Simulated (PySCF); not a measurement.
C₆ coefficients of unlike pairs at PW91

Calculated with PySCF 2.14 from the dipole response of each species, C₆(A,B) = (3/π) ∫ α_A(iu) α_B(iu) du, in atomic units, from isotropic polarisabilities. For ions this is the dispersion term alone; charge-induced terms of lower order in 1/R come first.

| species | configuration | basis | relativity | α (bohr³) | C₆ (like pair) |
| --- | --- | --- | --- | --- | --- |
| Be(2+) | 1s2 (1S) | dyall-acv3z (15s9p4d2f) | spin-free X2C | 0.05507 | 0.01200 |
| Si+ | [Ne] 3s2 3p1 (2P) | def2-QZVPPD (10s6p5d2f1g) | none | 19.07 | 100.5 |
| As(2+) | [Ar] 3d10 4s2 4p1 (2P) | aug-cc-pwCVDZ-PP with ECP10MDF (6s5p4d1f) | core potential | 10.12 | 43.46 |

Q: Estimate C₆ for Si+ with Be(2+).

A: The integral gives 0.5755. The combination rule 2 C_A C_B / (C_A α_B/α_A + C_B α_A/α_B) gives 0.5425 and the geometric mean 1.098.

No spin-orbit coupling is included.

The other pairs:

| pair | C₆ |
| --- | --- |
| As(2+), Be(2+) | 0.4712 |
| As(2+), Si+ | 64.53 |
